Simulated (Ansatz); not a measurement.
## An input for GeH4 (germane)

GeH4: 5 atoms, total charge 0, spin state singlet. SMILES: `[GeH4]`. Geometry: optimised at HF/STO-3G.

```csv
atom,x (Å),y (Å),z (Å)
Ge,0.0000,0.0001,0.0000
H,1.0707,-0.7052,0.6347
H,-1.1553,-0.0279,0.8433
H,-0.3070,-0.6239,-1.2502
H,0.3915,1.3571,-0.2276
```

Settings wanted:

```
basis set              : STO-3G
integral approximation : automatic
temperatures           : (298.15, 298.15, 1) K
task                   : frequencies
method                 : HF
dispersion             : none
reference              : RHF
relativity             : none
accuracy               : medium
```

Question: Write the Ansatz 0.2.0 input and the command.

Answer: This one ran through:

input.yaml:
```yaml
crystal:
  periodic: [false, false, false]
  atoms:
    - {symbol: Ge, position_ang: [0.000036, 0.000061, 0.000004]}
    - {symbol: H, position_ang: [1.070742, -0.705236, 0.634701]}
    - {symbol: H, position_ang: [-1.155304, -0.027943, 0.843251]}
    - {symbol: H, position_ang: [-0.306982, -0.623924, -1.250223]}
    - {symbol: H, position_ang: [0.391508, 1.357142, -0.227634]}
basis:
  gaussian:
    orbitals: STO-3G
hamiltonian:
  xc: hf
magnetization:
  spin_polarized: false
phonons:
  temperatures: {t_min: 298.15, t_max: 298.15, t_step: 1}
```

```bash
$ ansatz run input.yaml --threads 1 --pin off --max-ram 3480MiB --events-out events.jsonl --progress --plain --runs-dir runs
```

Calculated total energy: -2054.09025 Eh, largest force 0.001 eV/Å.
